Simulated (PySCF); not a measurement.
C2H11OPSi2.
SMILES: `CCO[SiH2]P[SiH3]`

A PySCF run (density fitting, gas phase, GFN2-xTB geometry) gave HOMO -6.26 eV, LUMO -1.10 eV, dipole 2.10 D.

Question: Which of these levels was it?
A. HCTH407/6-311+G(2d,p)
B. PBE0/pcSseg-1
C. PBE/pcseg-1
D. CAM-B3LYP/ANO-RCC-VDZP

Answer: A. It is HCTH407/6-311+G(2d,p). All candidates on this geometry:

```csv
level and settings,kind,basis functions,SCF cycles,E (Eh),HOMO (eV),LUMO (eV),dipole (D)
"HCTH407/6-311+G(2d,p), energy threshold 1e-08 Eh",GGA,252,10,-1078.6005,-6.26,-1.10,2.10
PBE/pcseg-1,GGA,151,14,-1077.6907,-6.03,-0.71,2.37
PBE0/pcSseg-1,global hybrid,178,12,-1077.8134,-7.15,0.13,2.51
"CAM-B3LYP/ANO-RCC-VDZP, start guess atom, fitting basis def2-qzvpp-jkfit",range-separated hybrid,151,11,-1077.9977,-8.30,0.83,2.22
```

The nearest other candidate, by the summed differences of HOMO and LUMO, is PBE/pcseg-1: its HOMO differs by +0.23 eV and its LUMO by +0.39 eV. Cycle counts include a coarse-grid stage where the run had one. All basis functions are spherical, in the Pople sets too. ANO-RCC sets were contracted for a scalar-relativistic Hamiltonian, but ran non-relativistically here.

Conformer computed: `[CH3:1][CH2:2][O:3][SiH2:4][PH:5][SiH3:6]`: C1–C2–O3–Si4 -67°, C2–O3–Si4–P5 -176°, O3–Si4–P5–Si6 -38°.
